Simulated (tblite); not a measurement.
C5H11ClO2Si.
Geometry (GFN2-xTB, Å), atoms numbered from 1 in this order:
```
atom  x, y, z in Å
C1     3.317   -0.485   -1.018
O2     2.330    0.368   -0.446
C3     1.167   -0.186   -0.141
O4     0.914   -1.356   -0.310
C5     0.178    0.786    0.436
C6    -1.205    0.467   -0.113
C7    -2.251    1.350    0.540
Si8   -1.617   -1.420   -0.006
Cl9   -1.164    0.887   -1.870
H10    4.071    0.168   -1.450
H11    3.758   -1.118   -0.245
H12    2.868   -1.119   -1.784
H13    0.491    1.809    0.218
H14    0.164    0.646    1.521
H15   -2.338    1.091    1.593
H16   -3.219    1.202    0.068
H17   -1.986    2.404    0.458
H18   -1.120   -1.930    1.268
H19   -3.088   -1.414    0.088
H20   -1.276   -2.139   -1.218
```

All values are computed: GFN2-xTB (tblite) harmonic vibrations without scaling, gas phase. This tight-binding method is rough: wavenumbers can miss measured ones by several per cent, in bad cases by 10 to 20. Modes of hydrogen on silicon can be 10 to 20 % off. One conformer, not necessarily the lowest.

Harmonic wavenumbers (cm⁻¹): 37.3, 46.8, 66.3, 114.8, 167.8, 185.4, 227.6, 243.9, 275.2, 297.9, 314.6, 325.0, 370.2, 427.5, 520.6, 566.4, 592.0, 623.7, 699.7, 711.9, 731.7, 839.3, 874.0, 911.2, 957.8, 970.5, 1034.9, 1052.8, 1111.5, 1119.3, 1147.3, 1151.1, 1182.5, 1218.4, 1300.1, 1385.3, 1409.5, 1431.2, 1440.2, 1457.2, 1483.9, 1497.5, 1734.8, 2186.0, 2302.3, 2378.3, 2950.3, 2978.2, 2983.6, 2995.0, 3004.6, 3019.0, 3046.5, 3046.6.

A = 1757, B = 805.4, C = 711.5 MHz; mass 166.022 u (most abundant isotopes); point group C1, symmetry number 1.

Task: What is the zero-point energy?

Result: Half the sum of the wavenumbers: 32573 cm⁻¹ = 389.66 kJ/mol.

Task: Entropy at 350 K, 1 bar (ideal gas, RRHO, classical rotation)?

Result: Translation 175.94, rotation 128.13, vibration 185.11: S = 489.2 J/(mol K).

Task: And Cp and H(350 K) − H(0)?

Result: Cp = 210.16 J/(mol K), of which vibrations give 176.90 (their classical limit is 54 R = 449.0); H(350 K) − H(0) = 44.49 kJ/mol without the zero-point energy, 32.85 from vibrations.

Task: What must be added to the electronic energy to get the Gibbs energy at 350 K and 1 bar?

Result: ZPE + [H(350 K) − H(0)] − T·S = 389.66 + 44.49 − 171.22 = 262.93 kJ/mol.

Task: Blend soft modes into free rotors: weight 1/[1 + (100 cm⁻¹/ν̃)⁴] for the oscillator and the rest for a rotor with moment μB/(μ + B), μ = h/(8π²ν), B = 10⁻⁴⁴ kg m². What vibrational entropy results?

Result: 166.97 J/(mol K) in place of 185.11, which changes −T·S at 350 K by +6.35 kJ/mol.

Task: How do the functions run with temperature in this model?

Result: 
| T (K) | S (J/(mol K)) | Cp (J/(mol K)) | H − H(0) (kJ/mol) | G − H(0) (kJ/mol) | ln q(vib) |
| --- | --- | --- | --- | --- | --- |
| 50 | 260.2 | 61.9 | 2.32 | -10.69 | 0.93 |
| 100 | 312.2 | 91.5 | 6.15 | -25.07 | 2.59 |
| 298.15 | 457.3 | 187.7 | 34.17 | -102.18 | 9.29 |
| 373.15 | 503.0 | 219.7 | 49.47 | -138.21 | 11.72 |
| 500 | 573.9 | 265.9 | 80.38 | -206.59 | 15.69 |
| 750 | 695.0 | 330.6 | 155.56 | -365.68 | 23.02 |
| 1000 | 796.3 | 372.7 | 243.83 | -552.44 | 29.67 |

q(vib) and H(0) count from the zero-point level.

Task: Which modes carry the vibrational entropy at 350 K?

Result: 37.3 cm⁻¹: 23.91; 46.8 cm⁻¹: 22.03; 66.3 cm⁻¹: 19.15; 114.8 cm⁻¹: 14.63; 167.8 cm⁻¹: 11.57; 185.4 cm⁻¹: 10.77 J/(mol K); the other 48 give 83.05 together.

Hindered rotation and anharmonicity are outside this model. Other conformers, if any are populated, would add a mixing term that is left out. The structure is chiral; the term R ln 2 for an equal mix with its mirror image is left out.
